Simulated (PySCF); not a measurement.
# Fractional electron number in La²⁺ (lanthanum, charge +2)

The 5d alpha orbital of [Xe] 5d1 is emptied in steps (occupation f), with all orbitals relaxed, ending at [Xe]. Computed with PySCF 2.14 in def2-SVP with the def2 core potential (46 electrons) (6s3p2d1f, 32 functions), with a scalar-relativistic core potential. The exact energy is a straight line in f; departures are measured from the line between the end points of the same method.

| f | PBE0 (eV) | r2SCAN (eV) | LC-wPBE (eV) |
| --- | --- | --- | --- |
| 1 | 0.000 | 0.000 | 0.000 |
| 0.9 | -0.260 | -0.324 | -0.031 |
| 0.7 | -0.604 | -0.746 | -0.068 |
| 0.5 | -0.715 | -0.868 | -0.077 |
| 0.3 | -0.597 | -0.705 | -0.061 |
| 0.1 | -0.254 | -0.287 | -0.025 |
| 0 | 0.000 | 0.000 | 0.000 |

```tsv
method	E(f=0) − E(f=1) (eV)	−ε at f=1 (eV)	−ε at f=0.5 (eV)
PBE0	19.030	16.139	19.050
r2SCAN	18.924	15.298	19.040
LC-wPBE	18.934	18.585	18.956
```

Orbital energy along the path (eV):

| f | PBE0 | r2SCAN | LC-wPBE |
| --- | --- | --- | --- |
| 1 | -16.139 | -15.298 | -18.585 |
| 0.9 | -16.725 | -16.060 | -18.668 |
| 0.7 | -17.893 | -17.573 | -18.822 |
| 0.5 | -19.050 | -19.040 | -18.956 |
| 0.3 | -20.188 | -20.408 | -19.066 |
| 0.1 | -21.300 | -21.579 | -19.158 |
| 0 | -21.826 | -21.920 | -19.202 |

Reference removal energy between the ground levels: 19.177 eV (measured; NIST Atomic Spectra Database, ionization energies). The calculation has no spin-orbit coupling.
